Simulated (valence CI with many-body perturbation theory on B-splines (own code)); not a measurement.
## Energy levels of Sb38+

Level of theory: configuration interaction combined with many-body perturbation theory (CI+MBPT): three valence electrons over a frozen Dirac-Fock core [Ne], a basis of 11 s, 11 p, 10 d, 8 f, 5 g, 2 h functions for each j, with the one-electron correlation potential Σ1 (screened to all orders), the two-electron term Σ2, the three-electron term Σ3, Breit, model QED; selected single and double excitations, second order for the rest, scaled by the run's own slope (own B-spline code, finite nucleus).

The last digits are not significant, and no measured levels were compared; by estimate large intervals hold to a few tenths of a per cent, small ones and those within an open d or f shell to about a per cent.

Levels 91 to 135 of 154, with energies above the lowest level, (3s^2 3p1/2) J=1/2. "Leading %" is the weight of the configuration and term that name the level; weights of strongly mixed levels are sums over their largest components and can fall short. In the jj column 3d3/2^4 stands for four electrons in 3d with j = 3/2. Lifetimes count E1, E2, E3, M1 and M2 decay at the calculated energies, and are blank where another channel may lead or the interval is too uncertain; long ones can be off by a factor of two.

```
No.  Configuration  Term     J  E (eV)  Leading %  Lifetime                Leading jj
 91         3p 3d2   2G°   9/2  599.15         32   10.6 ps  3p1/2 3d3/2 3d5/2 (86 %)
 92         3p 3d2   4D°   3/2  599.33         37   4.17 ps  3p1/2 3d3/2 3d5/2 (57 %)
 93         3p 3d2   4F°   5/2  611.10         31   3.08 ps  3p1/2 3d3/2 3d5/2 (92 %)
 94         3p 3d2   4D°   7/2  611.27         47   4.42 ps  3p1/2 3d3/2 3d5/2 (48 %)
 95         3p 3d2   2H°   9/2  616.86         43   11.1 ps      3p1/2 3d5/2^2 (76 %)
 96         3p 3d2   4D°   3/2  616.92         34   3.05 ps  3p1/2 3d3/2 3d5/2 (85 %)
 97         3p 3d2   2G°   7/2  619.04         45   5.34 ps      3p1/2 3d5/2^2 (48 %)
 98         3p 3d2   2F°   5/2  621.02         40   7.68 ps      3p1/2 3d5/2^2 (87 %)
 99         3p 3d2   4P°   3/2  622.28         34   5.32 ps      3p1/2 3d5/2^2 (91 %)
100         3p 3d2   2P°   1/2  641.40         80   4.70 ps      3p1/2 3d5/2^2 (80 %)
101         3p 3d2   4F°   3/2  649.07         32   2.10 ps      3p3/2 3d3/2^2 (91 %)
102         3p 3d2   4F°   5/2  652.83         41   2.20 ps      3p3/2 3d3/2^2 (72 %)
103         3p 3d2   4G°   9/2  653.84         39   3.52 ps  3p3/2 3d3/2 3d5/2 (92 %)
104         3p 3d2   4G°  11/2  654.09         92   6.28 ps      3p3/2 3d5/2^2 (53 %)
105         3p 3d2   4F°   7/2  654.49         51   2.56 ps  3p3/2 3d3/2 3d5/2 (54 %)
106         3p 3d2   4D°   1/2  654.54         77   2.06 ps      3p3/2 3d3/2^2 (92 %)
107         3p 3d2   2F°   7/2  656.40         57   2.98 ps  3p3/2 3d3/2 3d5/2 (64 %)
108         3p 3d2   4D°   5/2  661.82         44   3.51 ps  3p3/2 3d3/2 3d5/2 (86 %)
109         3p 3d2   4D°   3/2  662.36         62   2.32 ps  3p3/2 3d3/2 3d5/2 (65 %)
110         3p 3d2   2S°   1/2  663.35         49   2.77 ps  3p3/2 3d3/2 3d5/2 (93 %)
111         3p 3d2   4D°   7/2  666.50         70   3.58 ps  3p3/2 3d3/2 3d5/2 (68 %)
112         3p 3d2   2F°   5/2  667.22         58   2.77 ps  3p3/2 3d3/2 3d5/2 (80 %)
113         3p 3d2   4S°   3/2  669.31         45   2.07 ps  3p3/2 3d3/2 3d5/2 (56 %)
114         3p 3d2   4P°   5/2  671.65         46   3.62 ps      3p3/2 3d5/2^2 (62 %)
115         3p 3d2   2G°   9/2  674.38         54   4.16 ps      3p3/2 3d5/2^2 (77 %)
116         3p 3d2   2H°  11/2  674.73         92   6.26 ps  3p3/2 3d3/2 3d5/2 (53 %)
117         3p 3d2   2G°   7/2  675.16         45   3.01 ps  3p3/2 3d3/2 3d5/2 (45 %)
118         3p 3d2   2D°   3/2  679.98         47   2.42 ps  3p3/2 3d3/2 3d5/2 (80 %)
119         3p 3d2   2F°   7/2  681.78         60   3.21 ps      3p3/2 3d5/2^2 (45 %)
120         3p 3d2   2P°   1/2  684.44         82   2.78 ps      3p3/2 3d5/2^2 (73 %)
121         3p 3d2   2D°   5/2  684.80         76   2.28 ps  3p3/2 3d3/2 3d5/2 (59 %)
122         3p 3d2   2G°   9/2  687.15         81   2.71 ps  3p3/2 3d3/2 3d5/2 (73 %)
123         3p 3d2   2F°   5/2  692.43         88   2.68 ps  3p3/2 3d3/2 3d5/2 (89 %)
124         3p 3d2   2D°   3/2  693.13         63   2.04 ps  3p3/2 3d3/2 3d5/2 (66 %)
125         3p 3d2   2P°   3/2  700.72         81   3.92 ps      3p3/2 3d5/2^2 (91 %)
126         3p 3d2   2F°   7/2  701.06         54   2.89 ps      3p3/2 3d5/2^2 (78 %)
127         3p 3d2   2P°   1/2  702.90         92   2.16 ps  3p3/2 3d3/2 3d5/2 (71 %)
128         3p 3d2   2D°   5/2  703.12         76   2.91 ps      3p3/2 3d5/2^2 (80 %)
129         3p 3d2   2P°   3/2  715.09         64   2.26 ps      3p3/2 3d5/2^2 (76 %)
130            3d3    4F   3/2  788.64         75   1.99 ps            3d3/2^3 (81 %)
131            3d3    4F   5/2  797.13         92   2.39 ps      3d3/2^2 3d5/2 (93 %)
132            3d3    4F   7/2  802.09         69   2.65 ps      3d3/2^2 3d5/2 (72 %)
133            3d3    2G   9/2  803.69         41   2.86 ps      3d3/2^2 3d5/2 (89 %)
134            3d3    4P   3/2  804.50         46   2.12 ps      3d3/2^2 3d5/2 (85 %)
135            3d3    4P   1/2  807.18         70   2.15 ps      3d3/2^2 3d5/2 (96 %)
```
